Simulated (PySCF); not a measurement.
ClGeH3Se, SMILES Cl[Se][GeH3]. Geometry optimised at B3LYP-D3(BJ)/def2-SVP. This is a generated structure with no PubChem entry under its InChIKey; it may be hypothetical.

Computed equilibrium geometry at B3LYP-D3(BJ)/def2-SVP (PySCF confirms it by a frequency run) as Cartesian coordinates in Å, and its point group:
point group Cs.
```xyz
6

Se     0.8323     0.6399     0.0000
Cl    -1.0543     1.8277     0.0000
Ge    -0.2798    -1.4733     0.0000
H     -1.1418    -1.5856     1.2679
H      0.8608    -2.5107     0.0000
H     -1.1418    -1.5856    -1.2679
```
